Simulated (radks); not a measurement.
Values are calculated unless marked as measured or tabulated.
Task: These are the eigenvalues of the occupied orbitals of an atom or ion with whole-number occupations (eV). Level of theory: scalar-relativistic Kohn-Sham, HCTH/407, spin-polarised, spherical densities, finite nucleus; Fermi nuclear charge, rms radius of each element as measured or else 0.836 A^(1/3) + 0.57 fm (a radial shooting solver on a logarithmic mesh with Libxc functionals).

orbital  eigenvalue
1s up     -85587.55
1s down   -85587.51
2s up     -15275.81
2s down   -15275.69
2p up     -13153.64
2p down   -13153.54
3s up     -3670.346
3s down   -3670.273
3p up     -3058.975
3p down   -3058.898
3d up     -2424.199
3d down   -2424.099
4s up     -842.0310
4s down   -841.9045
4p up     -641.3194
4p down   -641.1949
4d up     -405.6378
4d down   -405.4909
5s up     -159.7303
5s down   -159.0064
4f up     -144.3621
4f down   -144.1710
5p up     -104.5979
5p down   -103.6897
5d up      -42.5905
5d down    -41.2820
6s up      -31.4715
5f up       -6.5742

Which element is it, and in what charge state? The configuration may be excited. Open shells, if any, are filled with parallel spins first.

Result: Z = 81, thallium, charge +2: Tl2+ in [Xe] 4f14 5d9 6s1 5f1. The list shows which subshells hold electrons but not how many an open one holds; the 1s level, -3145.3 hartree, gives Z - s = 79.3 by -(Z - s)^2/2, which with screening and relativity narrows Z to a few neighbours, and the depths of the outer levels then fix element, charge and occupations together.
